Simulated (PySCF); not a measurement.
Species: C₄H₁₁As.
Geometry (PBE0-D3(BJ)/def2-SVP, Å), atoms numbered from 1 in this order:
```
atom  x, y, z in Å
C1    -0.1050    1.1643    0.7880
C2     0.0100   -0.0887   -0.0721
C3    -0.0832   -1.3401    0.7985
C4    -1.0845   -0.1048   -1.1372
As5    1.7681   -0.1765   -1.0367
H6    -1.0773    1.1771    1.3135
H7    -0.0410    2.0810    0.1820
H8     0.6874    1.2077    1.5507
H9     0.0173   -2.2621    0.2041
H10   -1.0626   -1.3763    1.3064
H11    0.6948   -1.3523    1.5783
H12   -1.0248   -1.0029   -1.7719
H13   -1.0293    0.7787   -1.7929
H14   -2.0791   -0.0996   -0.6582
H15    1.7729    1.2881   -1.4692
H16    2.6211    0.1245    0.1939
```

Computed with TDDFT CAM-B3LYP/def2-SVPD, vertical, gas phase, core orbitals frozen in the response (PySCF). Relativistic effects, spin–orbit coupling among them, are left out although an element past zinc is present.

Transition dipole moments from the ground state, in atomic units and in the frame of the coordinates above (overall signs are arbitrary), for the states with f of 0.002 or more among the lowest 8:

```tsv
state	E (eV)	μx	μy	μz
S1	6.186	-0.425	-0.393	-0.065
S2	6.693	-0.190	0.266	-0.348
S3	6.828	0.821	-0.358	-0.680
S4	7.634	-0.032	-0.344	-0.230
S5	7.970	0.507	-0.055	-0.303
S7	8.229	-0.136	0.186	-0.270
S8	8.263	-0.056	-0.174	-0.076
```

Task: Work out the oscillator strengths.

Result: f = (2/3) ΔE |μ|² with ΔE in hartree (27.2114 eV).

| state | \|μ\|² (au) | \|μ\| (D) | f |
| --- | --- | --- | --- |
| S1 | 0.339 | 1.48 | 0.051 |
| S2 | 0.228 | 1.21 | 0.037 |
| S3 | 1.264 | 2.86 | 0.211 |
| S4 | 0.173 | 1.06 | 0.032 |
| S5 | 0.352 | 1.51 | 0.069 |
| S7 | 0.126 | 0.90 | 0.025 |
| S8 | 0.039 | 0.50 | 0.008 |

Task: Which bond between heavy atoms lies closest to the direction of the S3 transition dipole?

Result: C2–As5, at 19° from it; next C1–C2 at 49°.

Task: What angle do the transition dipoles of S1 and S5 make?

Result: |cos θ| = |μa·μb| / (|μa| |μb|) = 0.50, so θ ≈ 60° (taken between 0 and 90°, since the signs are arbitrary).

Task: How is the summed strength of these states shared among x, y and z?

Result: (2/3) Σ ΔE μα² gives 0.201 for x, 0.092 for y and 0.142 for z, 0.434 in all.

The vertical ionisation energy (ΔSCF) is 9.13 eV, 0.87 eV above S8.

On Arm Neoverse V1, one thread, shared host, this took 83 s of wall time.

Without π bonds the low states may be Rydberg-like; a valence basis with one diffuse set may place them up to an eV too high.
